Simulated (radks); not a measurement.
The numbers below are computed, except where a source is named.
The lithium ion Li+, configuration 1s1 7s1 (not the ground configuration). Code: a radial shooting solver on a logarithmic mesh with Libxc functionals. Model: scalar-relativistic Kohn-Sham, PBE, spin-polarised, spherical densities, finite nucleus; open shells are filled with parallel spins first; Fermi nuclear charge, rms radius 2.444 fm.

X-ray form factor f0, the Fourier transform of the density (f0(0) = 2):

| sin(theta)/lambda (1/angstrom) | f0 (electrons) |
|---|---|
| 0.05 | 1.011 |
| 0.1 | 0.982 |
| 0.15 | 0.952 |
| 0.2 | 0.905 |
| 0.25 | 0.862 |
| 0.3 | 0.809 |
| 0.4 | 0.694 |
| 0.5 | 0.581 |
| 0.6 | 0.477 |
| 0.8 | 0.312 |
| 1 | 0.201 |
| 1.25 | 0.118 |
| 1.5 | 0.071 |
| 2 | 0.029 |
